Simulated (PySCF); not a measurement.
**Electron correlation in Pb⁺ (lead, charge +1)**

[Xe] 4f14 5d10 6s1 6p1 7s1, high-spin 4P determinant (an excited configuration). Computed with PySCF 2.14 in aug-cc-pwCVTZ-DK3 (11s10p8d5f1g, 125 functions), with scalar relativity by spin-free X2C-1e. Frozen: [Xe] 4f14 5d10; 3 electrons correlated.

| level | correlation energy (mhartree) |
| --- | --- |
| CCSD | -10.55 |
| (T) | -0.08 |
| CCSD(T) | -10.63 |

Diagnostics: T1 = 0.0089, D1 = 0.0207, largest double amplitude 0.035.

Spin-orbit coupling, absent here, splits the open shell strongly. The outer electron is Rydberg-like, and this basis confines it to a smaller radius and binds it less than a complete one would.

Cost of the coupled-cluster step: of the order of 15 core-seconds, for 3 correlated electrons.

Iterations:

```
CC2 = 0
CCSD nocc = (np.int64(3), np.int64(0)), nmo = (86, 86)
frozen orbitals [[0, 1, 2, 3, 4, 5, 6, 7, 8, 9, 10, 11, 12, 13, 14, 15, 16, 17, 18, 19, 20, 21, 22, 23, 24, 25, 26, 27, 28, 29, 30, 31, 32, 33, 34, 35, 36, 37, 38], [0, 1, 2, 3, 4, 5, 6, 7, 8, 9, 10, 11, 12, 13, 14, 15, 16, 17, 18, 19, 20, 21, 22, 23, 24, 25, 26, 27, 28, 29, 30, 31, 32, 33, 34, 35, 36, 37, 38]]
max_cycle = 100
direct = 0
conv_tol = 1e-08
conv_tol_normt = 1e-06
diis_space = 8
diis_start_cycle = 0
Init t2, MP2 energy = -0.00705560276746727
Init E_corr(UCCSD) = -0.00705560277131205
cycle = 1  E_corr(UCCSD) = -0.00918233414880331  dE = -0.00212673138  norm(t1,t2) = 0.0276971
cycle = 2  E_corr(UCCSD) = -0.00994061112804392  dE = -0.000758276979  norm(t1,t2) = 0.0124592
cycle = 3  E_corr(UCCSD) = -0.0104706100100937  dE = -0.000529998882  norm(t1,t2) = 0.00678716
cycle = 4  E_corr(UCCSD) = -0.010471446150603  dE = -8.36140509e-07  norm(t1,t2) = 0.003765
cycle = 5  E_corr(UCCSD) = -0.0105445840661062  dE = -7.31379155e-05  norm(t1,t2) = 0.00236892
cycle = 6  E_corr(UCCSD) = -0.0105437620703071  dE = 8.21995799e-07  norm(t1,t2) = 0.000923706
cycle = 7  E_corr(UCCSD) = -0.0105545086324222  dE = -1.07465621e-05  norm(t1,t2) = 0.000419113
cycle = 8  E_corr(UCCSD) = -0.010555003911035  dE = -4.95278613e-07  norm(t1,t2) = 0.00041888
cycle = 9  E_corr(UCCSD) = -0.0105503820587876  dE = 4.62185225e-06  norm(t1,t2) = 0.00010525
cycle = 10  E_corr(UCCSD) = -0.0105517936953761  dE = -1.41163659e-06  norm(t1,t2) = 3.40694e-05
cycle = 11  E_corr(UCCSD) = -0.0105518203755299  dE = -2.66801539e-08  norm(t1,t2) = 9.7642e-06
cycle = 12  E_corr(UCCSD) = -0.0105517545623282  dE = 6.58132018e-08  norm(t1,t2) = 2.96999e-06
cycle = 13  E_corr(UCCSD) = -0.01055175529492  dE = -7.32591768e-10  norm(t1,t2) = 8.3131e-07
UCCSD converged
E(UCCSD) = -20877.21560952961  E_corr = -0.01055175529491996
UCCSD(T) correction = -8.15043512428802e-05
```
